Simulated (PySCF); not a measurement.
## Atomic charges by several schemes

C₃H₅ClF₂O₂S.
Geometry (GFN2-xTB, Å), atoms numbered from 1 in this order:
```xyz
14
C3H5ClF2O2S angstrom
C     -1.5421   -0.3500   -0.5007
C     -0.8614    0.6952    0.3746
C      0.4645    0.1955    0.8741
F      1.1703    1.1300    1.5342
F      0.3960   -0.8810    1.6691
S      1.5418   -0.3121   -0.5738
O      1.2617   -1.6545   -0.9528
O      1.4626    0.7172   -1.5562
Cl     3.3938   -0.2736    0.2207
H     -2.5235    0.0077   -0.8001
H     -1.6624   -1.2857    0.0402
H     -0.9528   -0.5413   -1.3933
H     -1.4858    0.9471    1.2375
H     -0.6632    1.6051   -0.1954
```

Density: PBE0/pcSseg-1 (PySCF); schemes: Mulliken, IAO, Hirshfeld and ESP-fitted. Geometry: GFN2-xTB, one conformer, isolated molecule.

Which atoms carry the highest charge in the Mulliken, IAO, Hirshfeld and ESP-fitted schemes?

All schemes agree: Mulliken S6 (+0.936); IAO S6 (+1.909); Hirshfeld S6 (+0.492); ESP-fitted S6 (+0.611).

For which atoms does the sign change between the 4 schemes (beyond +0.03 e in one, beyond −0.03 e in another)?

C2. Atomic charges aren't observables, and each scheme defines them in its own way.

What partial charge does each atom carry?

In e:

```
atom              environment  Mulliken     IAO  Hirshfeld  ESP-fitted
  C1            methyl carbon    -0.310  -0.428     -0.119      -0.456
  C2         chain CH2 carbon    -0.258  -0.296     -0.082      +0.098
  C3               CF2 carbon    +0.377  +0.412     +0.184      +0.199
  F4  fluorine of a CF2 group    -0.256  -0.270     -0.077      -0.168
  F5  fluorine of a CF2 group    -0.248  -0.264     -0.068      -0.121
  S6          sulfonyl sulfur    +0.936  +1.909     +0.492      +0.611
  O7          sulfonyl oxygen    -0.453  -0.820     -0.265      -0.362
  O8          sulfonyl oxygen    -0.466  -0.835     -0.272      -0.358
 Cl9     chlorine bonded to S    -0.088  -0.229     -0.043      -0.026
 H10          methyl hydrogen    +0.135  +0.159     +0.056      +0.134
 H11          methyl hydrogen    +0.139  +0.157     +0.043      +0.133
 H12          methyl hydrogen    +0.157  +0.155     +0.035      +0.173
 H13       methylene hydrogen    +0.165  +0.171     +0.062      +0.092
 H14       methylene hydrogen    +0.170  +0.178     +0.055      +0.051
```

Mean size of the charges over all atoms: IAO 0.449 e, Mulliken 0.297 e, ESP-fitted 0.213 e, Hirshfeld 0.132 e. Each set sums to the total charge, 0, to within 0.001 e. The IAO scheme counts the electrons in orthogonalised intrinsic atomic orbitals, a minimal basis polarised so that it spans the occupied orbitals exactly. The Hirshfeld scheme divides the density at each point in proportion to the densities of the neutral, spherically averaged free atoms.

Sum the charges by element, for elements with more than one atom.

```json
{"element": "C", "atoms": "3", "Mulliken": "-0.191", "IAO": "-0.312", "Hirshfeld": "-0.017", "ESP-fitted": "-0.159"}
{"element": "F", "atoms": "2", "Mulliken": "-0.504", "IAO": "-0.534", "Hirshfeld": "-0.145", "ESP-fitted": "-0.289"}
{"element": "O", "atoms": "2", "Mulliken": "-0.919", "IAO": "-1.655", "Hirshfeld": "-0.537", "ESP-fitted": "-0.720"}
{"element": "H", "atoms": "5", "Mulliken": "+0.766", "IAO": "+0.821", "Hirshfeld": "+0.251", "ESP-fitted": "+0.582"}
```

How many electrons does the ESP-fitted scheme count on S6?

Z − q = 16 − (+0.611) = 15.389.

How closely do the schemes follow one another over all atoms?

Correlation coefficient and root-mean-square difference: IAO with Hirshfeld 0.99, 0.463 e; Mulliken with Hirshfeld 0.98, 0.188 e; Mulliken with IAO 0.97, 0.299 e; Mulliken with ESP-fitted 0.92, 0.159 e; Hirshfeld with ESP-fitted 0.91, 0.126 e; IAO with ESP-fitted 0.91, 0.416 e.
